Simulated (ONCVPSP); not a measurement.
Logarithmic derivatives: O, ONCV

* Element: oxygen
* Generator: ONCVPSP 4.0.1
* Type: optimised norm-conserving Vanderbilt (ONCV)
* Functional: PBE
* Relativity: non-relativistic
* Frozen core: [He]
* Valence charge: 6
* Reference configuration: 2s1.75 2p4.25
* Partial waves: 2s: rc 0.85 bohr, ncon 4, nbas 7, qcut 8.3 1/bohr, 2 projectors, debl 3.1 Ha; 2p: rc 1.25 bohr, ncon 4, nbas 9, qcut 13.5 1/bohr, 2 projectors, debl 2.7 Ha; d scattering state at 0.21 Ha: rc 0.95 bohr, ncon 5, nbas 9, qcut 11.9 1/bohr, 2 projectors, debl 2.3 Ha
* Local potential: polynomial inside 0.75 bohr (lpopt 1, dvloc0 1 Ha)
* Core correction: Teter function, fcfact 3, rcfact 1.6

The phase is arctan(r·R′/R) of the radial function R(r), unwrapped; energies in Ha, scanned from -2 to 5 Ha. A pole is an energy at which the radial function vanishes at the test radius. The pseudo phase is shifted by a multiple of π to meet the all-electron one at the reference energy, and phase errors are pseudo minus all-electron; the curves can meet again beyond the range given. Levels narrower than the energy grid can be missing from the lists of poles.

```tsv
channel	radius (bohr)	reference energy (Ha)	poles, all-electron	poles, pseudo	unbroken range about the reference energy with phases within 0.05 rad	phase error 1 Ha above the reference energy (rad)
s	0.86	-0.88	none	none	the whole range	-0.000
p	1.27	-0.34	1.11	1.11	the whole range	+0.000
d	0.96	0.21	none	none	the whole range	+0.000
```

Phases in the p channel:

```
E (Ha)  all-electron  pseudo
 -1.98         0.691   0.691
 -1.62         0.445   0.445
 -1.26         0.059   0.059
 -0.90        -0.430  -0.430
 -0.54        -0.852  -0.852
 -0.18        -1.131  -1.131
  0.18        -1.310  -1.310
  0.54        -1.433  -1.433
  0.90        -1.526  -1.526
  1.26        -1.602  -1.602
  1.62        -1.669  -1.669
  1.98        -1.735  -1.735
  2.34        -1.805  -1.805
  2.70        -1.885  -1.884
  3.06        -1.983  -1.983
  3.42        -2.116  -2.116
  3.78        -2.310  -2.310
  4.14        -2.606  -2.605
  4.50        -3.027  -3.025
  4.86        -3.483  -3.481
```
